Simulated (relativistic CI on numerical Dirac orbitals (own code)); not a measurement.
One change at a time: Sm41+

Base calculation: Dirac-Coulomb-Breit CI, separate exchange-only KLI orbitals for each configuration, a model potential for QED, unscaled Slater integrals.

Configurations in the expansion (outside the closed core [Ne]): 3s²3p⁶3d³, 3s²3p⁵3d⁴, 3s3p⁶3d⁴, 3s²3p⁶3d²4s, 3s²3p⁶3d²4p, 3s²3p⁶3d²4d, 3s²3p⁵3d³4s, 3s²3p⁶3d²4f, 3s²3p⁵3d³4p, 3s3p⁶3d³4s, 3p⁶3d⁴4p, 3p⁶3d⁵, 3p⁵3d⁶, 3p⁵3d⁵4s, 3p⁶3d⁴4s, 3p⁵3d⁴4s², 3s²3p⁶3d4s², 3s²3p⁶4s²4p, 3s²3p⁶4s²4d. Double excitations out of closed p, d and f shells are left out; levels of such configurations are missing from the list, as are those of other unlisted configurations, and high levels can miss mixing partners. These lack a partner that the ground configuration has and come out too high: 3s²3p⁵3d³4p.

Variants: (1) valence Slater integrals scaled by 0.9; (2) configuration mixing switched off; (3) QED terms removed. Shifts of the energy above 3s²3p⁶3d³ ⁴F3/2, in cm⁻¹, for the lowest level and the first level of each name with at least 55 % of one term (blank where a level changes its place among those of its configuration and J or its character, or is not in the variant):

```
            Level     Base    Δ(1)   Δ(2)   Δ(3)
  3s²3p⁶3d³ ⁴F3/2        0       0      0      0
  3s²3p⁶3d³ ⁴F5/2   199143   +4692   -707   -681
  3s²3p⁶3d³ ⁴P1/2   280999   -3801  +1613   -655
  3s²3p⁶3d³ ⁴P5/2   412776  -12249  +2084   -801
  3s²3p⁶3d³ ²P1/2   543429   -4654  +1265  -1353
 3s²3p⁶3d³ ²H11/2   554013   -6778  -2507  -1372
  3s²3p⁶3d³ ²D5/2   569142  -10319  +3625  -1245
  3s²3p⁶3d³ ²F7/2   620830  -13473  +1748  -1329
3s²3p⁵3d⁴ ⁴I°15/2  2315688   +9926  -4566  +1335
```

At this charge energies of transitions that change n are usually good to better than 1 %, and those within a shell (Δn = 0) to a few per cent.

Ionisation energy from the two ground configurations alone: base 3136.47 eV. The NIST ASD value (theoretical) is 3137 eV.

LS names give the leading component of a level, which can be under half, so a name can repeat, a term be missing and a line seem to break the LS rules.
